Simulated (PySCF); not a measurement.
B3LYP has the VWN-RPA correlation part, as in Gaussian. Delta-SCF ions had no search for a lower state. Excitations are Tamm–Dancoff values on a coarser integration grid. The basis has no diffuse functions, so Rydberg states are missing or too high.

Cartesian coordinates (Å):
SMILES: C[CH2][Sn]([CH2]C)([CH2]C)[CH2]C
```xyz
29

C     -2.2348    -0.5096     2.1083
C     -0.7582    -0.1116     2.0466
Sn     0.0072     0.0099     0.0010
C     -1.2350     1.4362    -1.0987
C     -1.3452     2.7945    -0.4022
C     -0.0757    -1.9562    -0.9545
C      0.5230    -1.9604    -2.3630
C      2.0943     0.6656     0.0091
C      3.0370    -0.3518     0.6558
H     -2.8739     0.2093     1.5683
H     -2.4102    -1.4997     1.6550
H     -2.6092    -0.5583     3.1460
H     -0.5960     0.8723     2.5173
H     -0.1316    -0.8303     2.6000
H     -2.2298     0.9775    -1.2253
H     -0.8093     1.5437    -2.1099
H     -1.7841     2.7015     0.6055
H     -0.3588     3.2730    -0.2806
H     -1.9795     3.5005    -0.9669
H      0.4571    -2.6645    -0.2986
H     -1.1298    -2.2784    -0.9721
H     -0.0100    -1.2674    -3.0354
H      0.4805    -2.9604    -2.8298
H      1.5820    -1.6521    -2.3569
H      2.1417     1.6358     0.5305
H      2.3825     0.8586    -1.0376
H      2.7700    -0.5451     1.7083
H      3.0091    -1.3228     0.1333
H      4.0869    -0.0099     0.6464
```
Charge 0, spin multiplicity 1.

Question: What HOMO, total energy, dipole moment, S1 excitation (TDA) and vertical ionisation energy (Delta-SCF) does B3LYP-D3(BJ)/def2-TZVP // B3LYP-D3(BJ)/def2-SVP in PySCF give?

Answer: 
```yaml
HOMO: -6.81 eV
total_energy: -14461.08 eV
dipole_moment: 0.01 D
S1 excitation (TDA): 6.31 eV
vertical ionisation energy (Delta-SCF): 8.50 eV
```
